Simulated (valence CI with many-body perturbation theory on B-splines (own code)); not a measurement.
Which ion has this spectrum?

A relativistic CI+MBPT calculation for an atom or ion with 16 electrons gives these levels (cm⁻¹):

```tsv
J	Parity	E	g
2	even	0	1.35
0	even	116629	
1	even	937799	1.49
2	even	999056	1.14
2	odd	1407437	1.05
1	odd	1447365	1.16
0	odd	1456084	
3	odd	1457113	1.13
4	odd	1654840	1.27
2	odd	1656711	1.29
3	odd	1803750	1.16
1	odd	1858455	1.06
0	even	1982172	
2	odd	2009506	1.45
```

The energies are calculated, and their last digits are not significant.

Task: Which is it?
A. Pm45+
B. Ce42+
C. Pr43+
D. Sm46+

Result: C. Pr43+, ground level (3s^2 3p1/2^2 3p3/2^2) J=2.
